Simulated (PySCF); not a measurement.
trans-Hf(PH3)2Cl4 (singlet state).
Geometry (PBE0-D3(BJ)/def2-SVP, Å), atoms numbered from 1 in this order:
```
atom  x, y, z in Å
Hf1    0.0686    0.0404    0.0001
P2    -0.0731    0.0095    2.7939
H3     0.6424    1.0302    3.4668
H4     0.5247   -1.1240    3.3963
H5    -1.2972    0.0547    3.5064
P6    -0.0301   -0.1009   -2.7894
H7     1.0241    0.5442   -3.4821
H8    -1.1327    0.5679   -3.3731
H9    -0.0743   -1.3275   -3.4974
Cl10   2.3521    0.1222    0.7597
Cl11  -2.3094    0.1469    0.2762
Cl12   0.1725    2.3228   -0.7604
Cl13   0.1628   -2.3385   -0.2748
```

Method used: PBE0-D3(BJ)/def2-SVP geometry optimisation, gas phase, def2 core potentials past Kr (PySCF 2.14.0).

Which atoms are bound to Hf1, and at what distances?

6 atoms: Cl11 2.396 Å, Cl13 2.397 Å, Cl10 2.408 Å, Cl12 2.408 Å, P6 2.795 Å, P2 2.798 Å. The nearest atom not counted as bound is H4, at 3.62 Å (others tie with it).

List the angles at Hf1.

```json
{"angle": "P2–Hf1–P6", "degrees": "173.9", "distance of the outer atoms (Å)": "5.58"}
{"angle": "Cl10–Hf1–Cl11", "degrees": "154.6", "distance of the outer atoms (Å)": "4.69"}
{"angle": "Cl12–Hf1–Cl13", "degrees": "154.5", "distance of the outer atoms (Å)": "4.69"}
{"angle": "P6–Hf1–Cl10", "degrees": "110.5", "distance of the outer atoms (Å)": "4.28"}
{"angle": "P2–Hf1–Cl12", "degrees": "109.1", "distance of the outer atoms (Å)": "4.25"}
{"angle": "P2–Hf1–Cl13", "degrees": "96.1", "distance of the outer atoms (Å)": "3.87"}
{"angle": "Cl11–Hf1–Cl13", "degrees": "95.5", "distance of the outer atoms (Å)": "3.55"}
{"angle": "P6–Hf1–Cl11", "degrees": "94.7", "distance of the outer atoms (Å)": "3.83"}
{"angle": "Cl11–Hf1–Cl12", "degrees": "92.1", "distance of the outer atoms (Å)": "3.46"}
{"angle": "Cl10–Hf1–Cl13", "degrees": "91.9", "distance of the outer atoms (Å)": "3.45"}
{"angle": "Cl10–Hf1–Cl12", "degrees": "91.5", "distance of the outer atoms (Å)": "3.45"}
{"angle": "P6–Hf1–Cl13", "degrees": "80.6", "distance of the outer atoms (Å)": "3.37"}
{"angle": "P2–Hf1–Cl11", "degrees": "80.5", "distance of the outer atoms (Å)": "3.37"}
{"angle": "P6–Hf1–Cl12", "degrees": "74.6", "distance of the outer atoms (Å)": "3.17"}
{"angle": "P2–Hf1–Cl10", "degrees": "74.5", "distance of the outer atoms (Å)": "3.17"}
```

Describe the arrangement about Hf1 in numbers.

The three widest angles are 173.9°, 154.6° and 154.5°, the others run from 74.5° to 110.5°.

What are the other bond lengths?

P2–H3 and 5 like bonds 1.416 Å.

Point group: near C2, missed by 0.09 Å at most; the miss may be what the optimiser left on a soft mode. Charge 0, singlet. No PBE0-D3(BJ)/def2-SVP frequencies stand behind this structure, so it isn't proved a minimum.

Time: 5.5 min wall; peak memory 0.78 GiB. Hardware: Arm Neoverse V1, one thread, no GPU, shared host. That covers the optimisation of the geometry.
